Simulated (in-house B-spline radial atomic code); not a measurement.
A calculation on Lu⁺: its settings, and results tabulated from the run. Computed with a B-spline radial code for spherical atoms: Dirac-Hartree-Fock, average of configuration, Fermi nucleus of rms radius 5.37 fm, speed of light scaled by 0.9.

Command:
```bash
python run_scf.py task.json out
```
Settings (nuclear radius in fm, mass in u):
```
Z                71
configuration    [Xe] 4f14 6s2
hamiltonian      dirac
method           hf
spin_polarised   False
nucleus          fermi
rms_radius       5.37
atomic_mass      174.94078
speed_of_light   123.332399176
```

Output (hartree, bohr):
```
 radial grid: 81 intervals, B-splines of order 8, outer radius 60 bohr

 iter        energy (Eh)    residual
    1      -14774.161391    7.41e-01
    2      -14772.854038    2.92e-01
    3      -14775.179743    1.23e-01
    4      -14775.522747    2.62e-02
    5      -14775.503983    3.93e-02
    6      -14775.541292    1.12e-03
    7      -14775.541332    2.89e-04
    8      -14775.541334    2.43e-05
    9      -14775.541334    7.97e-06
   10      -14775.541334    9.02e-07
   11      -14775.541334    5.52e-08

 total energy                    -14775.54133
 kinetic                           16997.2873
 electron-nucleus                 -37226.8049
 electron-electron                  5453.9762

 orbital      occ     eigenvalue          <r>       <r^2>       <1/r>       <r^4>     <1/r^3>       r_max    small
 1s1/2      2.000     -2391.0404    0.0187945 0.000488346     85.8772 6.56127e-07           -     0.01161  8.96e-02
 2s1/2      2.000      -416.9542    0.0788742  0.00744444     20.9825 9.76385e-05           -     0.06747  2.03e-02
 2p1/2      2.000      -396.7381    0.0651913  0.00531444     20.8834 5.90553e-05           -     0.04992  2.04e-02
 2p3/2      4.000      -343.4314    0.0747208  0.00680577     17.0546 9.13433e-05     14554.8     0.05812  1.81e-02
 3s1/2      2.000       -97.0872     0.206962    0.049182     7.61482   0.0036764           -      0.1913  6.64e-03
 3p1/2      2.000       -88.2821     0.197138   0.0453684     7.50603  0.00328266           -      0.1795  6.55e-03
 3p3/2      4.000       -76.6882     0.214835   0.0536228     6.52959  0.00453725     3294.39      0.1963  5.91e-03
 3d3/2      4.000       -62.3388     0.188958   0.0420164     6.39261  0.00315514     558.983      0.1544  5.73e-03
 3d5/2      6.000       -59.9519     0.194335   0.0442786     6.17199  0.00347199     465.968       0.159  5.56e-03
 4s1/2      2.000       -20.8232      0.46898    0.248521     3.13388   0.0899367           -      0.4381  2.12e-03
 4p1/2      2.000       -17.2059     0.476575    0.258811     3.01508     0.10045           -      0.4395  2.01e-03
 4p3/2      4.000       -14.5356     0.515487    0.302558     2.69585    0.137377     739.425      0.4743  1.79e-03
 4d3/2      4.000        -8.7295     0.540792    0.339919     2.46348    0.189723     108.789      0.4755  1.54e-03
 4d5/2      6.000        -8.2546      0.55498      0.3578     2.38566    0.210318     88.4704      0.4871  1.48e-03
 5s1/2      2.000        -3.1518      1.16052     1.51596     1.15135     3.42953           -       1.032  4.18e-04
 5p1/2      2.000        -2.0259        1.292     1.89662     1.02312     5.62039           -       1.118  3.39e-04
 5p3/2      4.000        -1.6686      1.42649     2.31449    0.909957      8.4478       87.84       1.225  2.78e-04
 4f5/2      6.000        -1.1291     0.697701    0.628534     1.85807     1.05024      14.293      0.4715  9.62e-04
 4f7/2      8.000        -1.0510     0.715038    0.663488     1.81966     1.19448     13.4311      0.4789  9.31e-04
 6s1/2      2.000        -0.4788      3.35874     12.6911    0.371868     243.458           -       2.913  4.85e-05
```


For the Dirac Hamiltonian the kinetic term is c α·p + (β - 1)c².
